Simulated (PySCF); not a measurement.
BrH, SMILES Br.

Geometry optimised at PBE-D3(BJ)/def2-TZVPD.

Two levels are set side by side: TDDFT-PBE/def2-TZVPD (PySCF) and TDDFT-CAM-B3LYP/def2-TZVPD (PySCF). Vertical, same geometry. The lowest singlet is HOMO→LUMO 99 % with PBE and HOMO−1→LUMO 93 % with the other functional; states are paired by order. Differences are taken from unrounded values.

| quantity | TDDFT-CAM-B3LYP | TDDFT-PBE | TDDFT-PBE minus TDDFT-CAM-B3LYP |
|---|---|---|---|
| lowest singlet excitation (eV) | 6.52 | 6.28 | -0.25 |
| lowest triplet excitation (TDA) (eV) | 5.94 | 5.74 | -0.21 |
| first bright state (f over 0.05) (eV) | 8.67 | 8.36 | -0.31 |
| its oscillator strength | 0.14 | 0.15 | 0.01 |

Functionals without exact exchange tend to place singlet excitations lower, as here. Differences between two approximate levels are no errors against the true value.

Rough cost on one machine, each run with all the roots and properties that it gave: TDDFT-CAM-B3LYP against TDDFT-PBE about 3 times.
